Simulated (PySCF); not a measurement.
First SCF of a structure search on doublet H3RuO2, at a hand-made square pyramidal (ligand arrangement 1) geometry. PySCF input:

```python
from pyscf import gto, scf, dft
mol = gto.M(atom='''
Ru     0.000000     0.000000     0.000000
O     -1.672600     0.000000    -0.355500
O     -0.000000    -1.672600    -0.355500
H      0.000000     0.000000     1.570000
H      1.535700     0.000000    -0.326400
H      0.000000     1.535700    -0.326400''',
    basis={'Ru': 'def2-TZVP', 'O': 'def2-TZVP', 'H': 'def2-TZVP'},
    ecp={'Ru': 'def2-TZVP'},
    charge=0, spin=1)
mf = dft.UKS(mol, xc='PBE0')
mf.grids.atom_grid = (50, 194)
aux = {'Ru': 'def2-universal-JKFIT', 'O': 'def2-universal-JKFIT', 'H': 'def2-universal-JKFIT'}
mf = mf.density_fit(auxbasis=aux)
mf.conv_tol = 1e-08
mf.diis_space = 10
mf.max_cycle = 60
mf.init_guess = 'minao'
mf.verbose = 4
mf.kernel()
```

Excerpt of the output (cycles alone):

```
init E= -238.944843813949
cycle= 1 E= -246.411019269055  delta_E= -7.47  |g|= 0.901  |ddm|= 3.17
cycle= 2 E= -244.386118494629  delta_E= 2.02  |g|= 2.24  |ddm|= 2.94
cycle= 3 E= -246.467534702822  delta_E= -2.08  |g|= 0.966  |ddm|= 2.65
cycle= 4 E= -246.750835353201  delta_E= -0.283  |g|= 0.418  |ddm|= 0.595
cycle= 5 E= -246.812841092635  delta_E= -0.062  |g|= 0.0556  |ddm|= 0.177
cycle= 6 E= -246.814814866183  delta_E= -0.00197  |g|= 0.027  |ddm|= 0.0656
cycle= 7 E= -246.815629129099  delta_E= -0.000814  |g|= 0.0106  |ddm|= 0.0428
cycle= 8 E= -246.816169388533  delta_E= -0.00054  |g|= 0.00729  |ddm|= 0.0456
cycle= 9 E= -246.816561240857  delta_E= -0.000392  |g|= 0.00566  |ddm|= 0.0508
cycle= 10 E= -246.816741489873  delta_E= -0.00018  |g|= 0.0044  |ddm|= 0.0406
cycle= 11 E= -246.816807140256  delta_E= -6.57e-05  |g|= 0.00199  |ddm|= 0.0187
cycle= 12 E= -246.81685052688  delta_E= -4.34e-05  |g|= 0.00162  |ddm|= 0.017
cycle= 13 E= -246.816895031799  delta_E= -4.45e-05  |g|= 0.00116  |ddm|= 0.0299
cycle= 14 E= -246.816901188173  delta_E= -6.16e-06  |g|= 0.000544  |ddm|= 0.0071
cycle= 15 E= -246.816905103231  delta_E= -3.92e-06  |g|= 0.000346  |ddm|= 0.00674
cycle= 16 E= -246.816906923099  delta_E= -1.82e-06  |g|= 0.0003  |ddm|= 0.00555
cycle= 17 E= -246.816907323687  delta_E= -4.01e-07  |g|= 0.000256  |ddm|= 0.00218
cycle= 18 E= -246.816907381939  delta_E= -5.83e-08  |g|= 0.000191  |ddm|= 0.000601
cycle= 19 E= -246.816907430656  delta_E= -4.87e-08  |g|= 6.06e-05  |ddm|= 0.000649
cycle= 20 E= -246.81690743902  delta_E= -8.36e-09  |g|= 2.98e-05  |ddm|= 0.000324
Extra cycle  E= -246.81690744145  delta_E= -2.43e-09  |g|= 3.19e-05  |ddm|= 8.95e-05
converged SCF energy = -246.81690744145  <S^2> = 0.98256962  2S+1 = 2.220423
```

No lower solution of this spin was found from smeared starts or by a stability analysis within the unrestricted form.

Other spin states or occupations of the open shell can lie lower.

The search for the lowest solution, 3 starts and the stability check together, took 20 s on 4 threads of a shared Arm Neoverse V1 host, with 120 basis functions; the process peaked at 0.69 GiB. Launch command: `OMP_NUM_THREADS=4 python axn.py task.json out`.
